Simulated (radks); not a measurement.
Results of a calculation; reference values are marked as such.
All-electron atom: Br IV in [Ar] 3d10 4p(up 1.5, down 1.5) 4s(up 1, down 0) (fractional occupations, a model configuration). Code: a radial shooting solver on a logarithmic mesh with Libxc functionals. Model: non-relativistic Kohn-Sham, SCAN, spin-polarised, spherical densities, point nucleus; meta-GGA in the generalised Kohn-Sham scheme.

Radial electron density D(r) = 4 pi r^2 rho(r):

r (bohr),D(r) (e/bohr),spin D(r)
0.001875,1.146,0.00106
0.002131,1.453,0.00135
0.002442,1.867,0.00173
0.002775,2.356,0.00218
0.003179,3.006,0.00278
0.003613,3.767,0.00348
0.00414,4.766,0.00439
0.004705,5.918,0.00544
0.00539,7.404,0.00680
0.006127,9.085,0.00831
0.007019,11.20,0.0102
0.007978,13.54,0.0123
0.00914,16.39,0.0147
0.01039,19.41,0.0173
0.0119,22.93,0.0202
0.01353,26.46,0.0229
0.0155,30.31,0.0255
0.01761,33.85,0.0276
0.02018,37.28,0.0290
0.02293,39.94,0.0292
0.02607,41.83,0.0280
0.02986,42.78,0.0249
0.03394,42.60,0.0205
0.03889,41.34,0.0145
0.0442,39.46,0.00875
0.05063,37.29,0.00416
0.05755,35.75,0.00323
0.06593,35.36,0.00796
0.07494,36.61,0.0192
0.08585,39.70,0.0378
0.09758,43.73,0.0588
0.1118,48.02,0.0781
0.1271,50.69,0.0863
0.1456,50.79,0.0776
0.1654,47.84,0.0523
0.1895,42.10,0.0156
0.2154,35.84,-0.0112
0.2468,30.50,-0.0117
0.2805,28.22,0.0260
0.3214,29.05,0.0990
0.3653,31.73,0.170
0.4151,34.31,0.204
0.4756,34.79,0.172
0.5406,32.17,0.0897
0.6193,26.61,0.000954
0.7039,20.14,-0.0172
0.8064,13.68,0.0932
0.9166,9.068,0.312
1.05,6.014,0.588
1.193,4.550,0.804
1.367,3.816,0.896
1.554,3.344,0.836
1.78,2.732,0.645
2.024,2.027,0.418
2.318,1.278,0.209
2.635,0.7070,0.0825
3.019,0.3127,0.0205
3.431,0.1193,0.00186
3.931,0.03414,-0.00127
4.468,0.008292,-0.000707
5.119,0.001391,-0.000187
5.818,0.0001923,-0.0000344

D(r) has 3 maxima, at r = 0.0311, 0.137, 0.453 bohr, and minima at 0.0639, 0.290 bohr, inside which lie 2.08, 11.09 electrons.
